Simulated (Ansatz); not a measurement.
Stepwise reaction of `Cl[SiH2][S][GeH2][Cl]` with hydrogen, as a gas-phase model of exchange steps in deposition or etching. ΔE in kJ/mol.

Gas-phase electronic energies from Ansatz, PBE0-D4/def2-TZVP geometries. CCSD(T)/CBS is the MP2 limit (def2-TZVPP, def2-QZVPP) plus CCSD(T) − MP2 in def2-TZVPP, frozen cores. This one scheme is used for every species. Functionals use def2-TZVPP. B3LYP here is the variant with VWN-RPA as its local correlation; programs differ in this. For Ge outer-core shells are correlated without core-valence functions, which leaves a few kJ/mol of doubt a bond. Scalar relativity is left out up to krypton. One conformer a species, not always the lowest.

```tsv
step	reaction	PBE-D4	B3LYP-D4	ωB97M-V	CCSD(T)/CBS
1	`Cl[SiH2][S][GeH2][Cl]` + H₂ → `Cl[SiH2][S][GeH3]` + HCl	63.1	64.9	61.2	59.1
```

(1) Give the row of step 2, `Cl[SiH2][S][GeH3]` + H₂ → `[SiH3][S][GeH3]` + HCl. (Best estimate.)

(2) By hand: ΔE of the 2 steps together at CCSD(T)/CBS.

## Answers

(1) Ansatz gave: 
```
step                                            reaction  PBE-D4  B3LYP-D4  ωB97M-V  CCSD(T)/CBS
   2  `Cl[SiH2][S][GeH3]` + H₂ → `[SiH3][S][GeH3]` + HCl    76.7      75.1     77.4         77.4
```

(2) (59.1) + (77.4) = 136.5 kJ/mol, or 68.2 kJ/mol a step.

In ΔE each step is higher than the one before. All are uphill at CCSD(T)/CBS. PBE-D4 differs from CCSD(T)/CBS by -0.7 to 4.0 kJ/mol a step. Isolated molecules leave out the surface, adducts and barriers. Largest T1 diagnostic: 0.011.
